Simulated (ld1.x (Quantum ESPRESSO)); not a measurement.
Sr: from the effect back to the setting (RRKJ)

Base potential:

- Element: Sr (Z = 38)
- Generator: ld1.x (Quantum ESPRESSO) 7.5
- Type: norm-conserving RRKJ (Kleinman–Bylander form)
- Functional: LDA (PZ)
- Relativity: fully relativistic
- Frozen core: [Kr]
- Valence charge: 2
- Reference configuration: 4d0 5s2 5p0
- Partial waves: 5p (bound, empty): rc 4.20 bohr; 4d (bound, empty): rc 3.50 bohr; 5s (bound): rc 3.25 bohr
- Local potential: the s channel
- Core correction: none
- rho0: 0.01

Open shells are filled in proportion to 2j + 1 (rel_dist='average').

Cutoffs, loose and tight: the cutoffs (Ry, on a coarse ladder) from which the occupation-weighted sum of valence levels, in a spherical-Bessel basis at the reference potential, stays within 10 and 1 mRy of its value at 400 Ry. They do not see the model core or the augmentation charge, which bear on the density cutoff. Test errors are all-electron minus pseudo excitation energies from the reference, over the configurations 4d0 5s1 5p0; 4d0 5s1.5 5p0; 4d0 5s1 5p1; 4d0.5 5s1.5 5p0; 4d0 5s0 5p2; 4d1 5s0 5p0; 4d1 5s1 5p0; variants that change the core or the reference have their own tests.

Only the scale of all radii (base = 1) is moved (1 further runs of the sweep failed or gave no value and are left out):

| scale of all radii (base = 1) | cutoff, loose | cutoff, tight | bound ghosts | largest test error (meV) | median size of the test errors |
| --- | --- | --- | --- | --- | --- |
| 0.84 | 8 Ry | 18 Ry | none | +314 | 55.1 meV |
| 1.05 | 6 Ry | 8 Ry | none | +276 | 50.1 meV |
| 1.18 | 6 Ry | 8 Ry | none | +231 | 43.6 meV |
| 1.27 | 6 Ry | 8 Ry | none | +184 | 38.5 meV |
| 1.38 | 6 Ry | 6 Ry | none | +131 | 35.0 meV |

Problem. One more run gave cutoff, loose: 6 Ry; cutoff, tight: 8 Ry; bound ghosts: none; largest test error (meV): +295; median size of the test errors: 53.3 meV. Which value of the scale of all radii (base = 1) was used?

Solution. 0.97. The median size of the test errors moves one way along this sweep, from 55.1 meV at 0.84 to 35.0 meV at 1.38, which places the run between 0.84 and 1.05.
